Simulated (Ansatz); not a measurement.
CH4GeO2 can be A, `O=C[O][GeH3]`, or B, `O=[C](O)[GeH3]`.

Computed with Ansatz on PBE0-D4/def2-TZVP structures; ΔE is electronic, products minus reactants. CCSD(T)/CBS adds triple-zeta CCSD(T) − MP2 to the extrapolated MP2 energy (def2 sets, frozen cores). DFT in def2-TZVPP. For Ge outer-core shells are correlated without core-valence functions, which leaves a few kJ/mol of doubt a bond. Scalar relativity is left out up to krypton. One conformer a species, not always the lowest.

Q: Which isomer does CCSD(T)/CBS put lower? Give the gap. (Estimate.)

A: The calculation gave: A, by 12.9 kcal/mol.

Q: Give E(B) − E(A) in kcal/mol with r2SCAN-D4, CCSD(T)/def2-TZVPP, PBE-D4, CCSD(T)/def2-SVP, ωB97M-V, PBE0-D4, MP2/def2-TZVPP. (An estimate is asked.)

A: Ansatz gave: r2SCAN-D4 12.5, CCSD(T)/def2-TZVPP 13.4, PBE-D4 10.5, CCSD(T)/def2-SVP 14.3, ωB97M-V 12.7, PBE0-D4 11.5, MP2/def2-TZVPP 13.9. None reverses the order clearly.

Q: Does the order hold for the free energy at 298.15 K (harmonic terms from PBE0-D4)? (Estimate.)

A: Computed: Yes: G(B) − G(A) = +11.5 kcal/mol, for one conformer each. Modes under 60 cm⁻¹, often nearly free rotors, make the harmonic entropy too high.

Largest T1 diagnostic: 0.015.

Leaving LDA and LC-ωPBE aside and taking each functional with its dispersion term where it has one, the values, not all of them listed here, spread over 3.8 kcal/mol, from PBE-D4 to BHLYP-D4. From PBE to PBE0 (25 % exact exchange), in def2-TZVPP and without D4, E(B) − E(A) moves by +1.1 kcal/mol.
